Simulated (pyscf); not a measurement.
HO–W(F)(F)(F)(F)–F (SMILES [OH][W]([F])([F])([F])([F])[F]), singlet

Gas-phase minimum from PySCF at ωB97X-D3(BJ)/def2-SVP, one conformer. 

```xyz
8

O     -1.3045    -0.5170    -1.4921
W     -0.1231     0.6655    -0.7677
F      1.0751     1.8616    -0.0248
F     -1.1511     2.1172    -1.2786
F      0.9965    -0.6963    -0.2030
F     -0.9879     0.6364     0.8684
F      0.8348     0.7950    -2.3463
H     -1.9276    -1.1474    -1.8617
```

Bonds (Å): O1–W2 1.822, O1–H8 0.960, W2–F3 1.849, W2–F4 1.851, W2–F5 1.851, W2–F6 1.851, W2–F7 1.851. Angles (°): W2–O1–H8 179.2, O1–W2–F3 179.7, O1–W2–F4 92.2, O1–W2–F5 92.1, O1–W2–F6 92.2, O1–W2–F7 92.4, F3–W2–F4 87.9, F3–W2–F5 87.8, F3–W2–F6 87.6, F3–W2–F7 87.8, F4–W2–F5 175.7, F4–W2–F6 89.8, F4–W2–F7 89.8, F5–W2–F6 90.1 (the first ones only).

Properties at ωB97X-D3(BJ)/def2-SVP:

```json
{
  "harmonic_wavenumbers_unscaled": "94, 95, 169, 198, 198, 271, 310, 323, 324, 414, 415, 689, 699, 724, 724, 757, 841, 3979 cm⁻¹",
  "zero_point_energy": "16.0 kcal/mol",
  "rotational_symmetry_number": "4",
  "Entropy of this conformer at 298 K and 1 atm, rigid rotor and harmonic oscillator, modes under 100 cm⁻¹ raised to 100": "380.6 J/(mol K)",
  "dipole_moment": "4.13 D"
}
```

Single-point totals, which compare only within one level:

```
level                   total energy (hartree)
----------------------  ----------------------
ωB97X-D3(BJ)/def2-TZVP              -642.73722
PBE/def2-TZVP                       -642.20562
r²SCAN/def2-TZVP                    -642.51110
B3LYP-D3(BJ)/def2-TZVP              -642.71852
PBE0-D3(BJ)/def2-TZVP               -642.11913
M06-2X/def2-TZVP                    -642.34080
ωB97M-D3(BJ)/def2-TZVP              -642.72478
```

Soft torsions are taken as harmonic, which can shift the entropy by several J/(mol K). Elements past Kr carry the def2 core potentials, without spin-orbit coupling.
